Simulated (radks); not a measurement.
Valence configurations of neutral dysprosium (all share [Xe]). Method: scalar-relativistic Kohn-Sham, PBE, spin-polarised, spherical densities, finite nucleus; open shells are filled with parallel spins first (spin-orbit coupling, left out, can overturn this in heavy ions); Fermi nuclear charge, rms radius 5.2218 fm; computed with a radial shooting solver on a logarithmic mesh with Libxc functionals. Energies are relative to 4f10 6s2; eigenvalues in eV for spin up.

| valence | E (eV) | moment (Bohr magnetons) | e(4f) | e(5d) | e(6p) | e(6s) |
|---|---|---|---|---|---|---|
| 4f10 6s2 | 0.000 | 4 | -4.369 | - | - | -3.805 |
| 4f10 6s1 6p1 | 2.107 | 6 | -5.570 | - | -2.059 | -4.908 |
| 4f9.5 6s1.5 6p1 | 2.187 | 6 | -9.524 | - | -2.269 | -5.382 |
| 4f10 6p2 | 4.974 | 6 | -6.870 | - | -2.596 | - |
| 4f9 6s2 6p1 | 3.793 | 6 | -13.954 | - | -2.433 | -5.843 |
| 4f9 5d1 6s1 6p1 | 4.149 | 8 | -11.834 | -3.780 | -2.230 | -5.497 |
| 4f10 5d0.5 6s1.5 | 1.100 | 5 | -3.859 | -1.229 | - | -3.857 |
| 4f9 5d1 6s2 | 2.066 | 6 | -10.697 | -2.659 | - | -4.468 |
| 4f10 5d1 6s1 | 2.002 | 6 | -3.399 | -1.162 | - | -3.886 |

NIST lists [Xe] 4f10 6s2 as the ground configuration; this level of theory agrees among the configurations tried. The energies are those of spherical high-spin densities, not of single terms. No valid solution was reached for [Xe] 4f10.5 6s1 6p0.5.
